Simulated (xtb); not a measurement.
B(Me)2(OSiH3) (C2H9BOSi), SMILES O([SiH3])B(C)C. All values are semi-empirical tight-binding results from xtb (GFN2-xTB unless named), good for trends rather than for accurate numbers. Geometry: GFN2-xTB. The structure was generated by enumeration, and PubChem lists no compound with its InChIKey, so it may never have been made. The values are those of a single conformer.

Question: Estimate the properties. (Estimate from the structure and the level; the computed values follow.)

Answer: 
```json
{
  "orbital_gap": "4.99 eV",
  "dipole_moment": "0.25 D",
  "zero_point_energy": "65.9 kcal/mol",
  "G − E(el) at 298.15 K (modified RRHO)": "44.6 kcal/mol",
  "static polarisability (D4 model)": "72.3 bohr³",
  "solvation energy, GFN2-xTB/ALPB(water)": "0.5 kcal/mol",
  "solvation energy, GFN2-xTB/ALPB(octanol)": "-3.1 kcal/mol"
}
```
